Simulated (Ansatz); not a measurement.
Ideal-gas functions of `[CH3][SnH2][C]#N` at 600 K and 1 bar, from an Ansatz frequency run at PBE0-D4/def2-TZVP.

Molar mass 161.78 g/mol, point group Cs (symmetry number 1), electronic degeneracy 1, moments of inertia 62.758, 200.074, 251.655 u Å². Harmonic wavenumbers (cm⁻¹, unscaled): 88, 102, 216, 279, 375, 413, 546, 547, 610, 712, 792, 805, 1237, 1452, 1454, 1974, 1976, 2317, 3075, 3173, 3177.

Use S(trans) = R[1.5 ln M + 2.5 ln T − 1.1517]; rotational temperatures θ = 24.2544 K / I; S(rot) = R[ln(√π/σ · √(T³/θAθBθC)) + 1.5]; for each mode x = 1.438777 ν̃/T, S = R[x/(eˣ − 1) − ln(1 − e⁻ˣ)] and H = RT x/(eˣ − 1); 1 cm⁻¹ = 0.0119627 kJ/mol; R = 8.31446 J/(mol·K).

By hand: the entropy, in J/(mol·K).

Translation 186.8. Rotation: θ = 0.3865, 0.1212, 0.0964 K, giving 119.5. Vibration, mode by mode: 21.27, 20.04, 13.88, 11.81, 9.47, 8.73, 6.64, 6.63, 5.86, 4.81, 4.13, 4.03, 1.78, 1.18, 1.17, 0.42, 0.42, 0.21, 0.04, 0.04, 0.04, in all 122.6. Electronic 0.0. Sum 428.9 J/(mol·K).

By hand: H − E and G − E in kJ/mol, counted from the electronic energy.

Zero-point energy ½ × 25320 × 0.0119627 = 151.4; thermal vibration 36.9; translation, rotation and pV give 4 RT = 20.0. H − E = 208.3 kJ/mol, and G − E = 208.3 − 600 × 428.9/1000 = -49.0 kJ/mol.

Vibration gives 29 % of the entropy, 41.3 J/(mol·K) of it from the modes under 150 cm⁻¹: soft modes count most, and the harmonic formula is weakest for them.
